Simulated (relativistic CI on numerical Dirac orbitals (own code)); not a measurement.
Calculated at this level of theory: Dirac-Coulomb-Breit CI, separate exchange-only KLI orbitals for each configuration, a model potential for QED, unscaled Slater integrals (own radial code, finite nucleus).

The strongest absorption lines from the ground level of an ion, among the configurations computed and to levels below about 396 eV (vacuum wavelength in Å, gf): 64.171 (0.33), 66.403 (0.54), 67.849 (5.4), 68.354 (3.4), 68.836 (1.7), 87.476 (1.6), 90.192 (0.93), 93.134 (0.57).

**Question.** Which ion is it?
A. Er XXXV
B. Tb XXXIV
C. Sm XXIX
D. Tb XXXII

**Answer.** D. Tb XXXII has 34 electrons and the ground level 4s²4p⁴ ³P2; the strongest line goes to 4s²4p³4d ³D°3. The pattern of lines fixes the number of electrons, and along that sequence the line energies rise steadily with the charge (about as its square where n changes within one kind of shell, about linearly where n is kept but much faster in heavy ions where fine structure, which grows about as Z⁴, sets the gap, and irregularly where shells cross), which fixes Z. Configurations outside the model, such as inner-shell arrays, can give stronger lines. At this charge energies of transitions that change n are usually good to better than 1 %, and those within a shell (Δn = 0) to a few per cent.

LS names give the leading component of a level, which can be under half, so a name can repeat, a term be missing and a line seem to break the LS rules.
